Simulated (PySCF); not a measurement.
BeO, SMILES [Be]=[O]. Atoms are numbered in the order given.

```xyz
2

Be     0.0000     0.0000    -0.8825
O      0.0000     0.0000     0.4412
```
Charge 0, spin multiplicity 1.

Coordinates come from a B3LYP-D3(BJ)/def2-TZVPD optimisation.

Method: TDDFT-ωB97X/def2-TZVPD (PySCF).

Vertical excitations; the highest root listed may be one member of a degenerate set.  State labels are in the subgroup C2v.

Computed lowest excited states:
| state | symmetry | energy (eV) | λ (nm) | f | main pairs |
|---|---|---|---|---|---|
| S1 | B2 | 2.07 | 599 | 0.019 | HOMO→LUMO (degenerate set) |
| S2 | B1 | 2.07 | 599 | 0.019 | HOMO−1→LUMO (degenerate set) |
| S3 | A1 | 3.41 | 364 | 0.024 | HOMO−2→LUMO 94 % |
| S4 | A2 | 5.89 | 211 | 0.000 | HOMO−1→LUMO+2 32 %, HOMO→LUMO+1 32 %, HOMO−1→LUMO+6 15 %, HOMO→LUMO+5 15 % |
| S5 | A2 | 5.97 | 208 | 0.000 | HOMO→LUMO+1, HOMO−1→LUMO+2, HOMO→LUMO+5, HOMO−1→LUMO+6 (degenerate set) |
| S6 | A1 | 5.98 | 208 | 0.000 | HOMO−1→LUMO+1, HOMO→LUMO+2, HOMO−1→LUMO+5, HOMO→LUMO+6 (degenerate set) |
| S7 | B1 | 7.16 | 173 | 0.029 | HOMO−2→LUMO+1, HOMO−2→LUMO+5 (degenerate set) |
| S8 | B2 | 7.16 | 173 | 0.029 | HOMO−2→LUMO+2, HOMO−2→LUMO+6 (degenerate set) |
| S9 | A1 | 7.59 | 163 | 0.205 | HOMO→LUMO+2 47 %, HOMO−1→LUMO+1 47 % |
| S10 | B2 | 7.64 | 162 | 0.100 | HOMO→LUMO+4 70 %, HOMO→LUMO+3 21 % |
| T1 | B2 | 2.06 | 603 | 0 | HOMO→LUMO (degenerate set) |
| T2 | B1 | 2.06 | 603 | 0 | HOMO−1→LUMO (degenerate set) |
| T3 | A1 | 3.08 | 403 | 0 | HOMO−2→LUMO 95 % |
| T4 | A1 | 5.37 | 231 | 0 | HOMO−1→LUMO+1 31 %, HOMO→LUMO+2 31 %, HOMO−1→LUMO+5 15 %, HOMO→LUMO+6 15 % |
Triplets are in the Tamm–Dancoff approximation, which puts them higher than full response would, so one can lie above its singlet here.
